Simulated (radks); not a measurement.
Coulomb parameter of the 4d shell of the technetium ion Tc2+ in the model configuration [Kr] 4d3.5 5s1.5, as a second difference U = [E(n + 0.5) + E(n - 0.5) - 2 E(n)] / (0.5)^2 with all orbitals relaxed. "Bare": the charge of the atom changes with n. "Screened": the 5s shell takes up the change at fixed total charge, which measures U(4d,4d) + U(5s,5s) - 2 U(4d,5s). All-electron calculation, scalar-relativistic Kohn-Sham, LDA (Slater exchange, Perdew-Wang correlation), spin-unpolarised, spherical densities, finite nucleus; Fermi nuclear charge, rms radius 4.4112 fm. Program: a radial shooting solver on a logarithmic mesh with Libxc functionals.

| case | configuration | E - E(n) (eV) |
|---|---|---|
| start | [Kr] 4d3.5 5s1.5 | 0.000 |
| bare +0.5 | [Kr] 4d4 5s1.5 | -12.214 |
| bare -0.5 | [Kr] 4d3 5s1.5 | 15.359 |
| screened +0.5 | [Kr] 4d4 5s1 | -2.999 |
| screened -0.5 | [Kr] 4d3 5s2 | 3.451 |

U(bare) = 12.583 eV, U(screened by 5s) = 1.811 eV, against the Slater integral F0(4d,4d) = 16.073 eV with frozen orbitals.
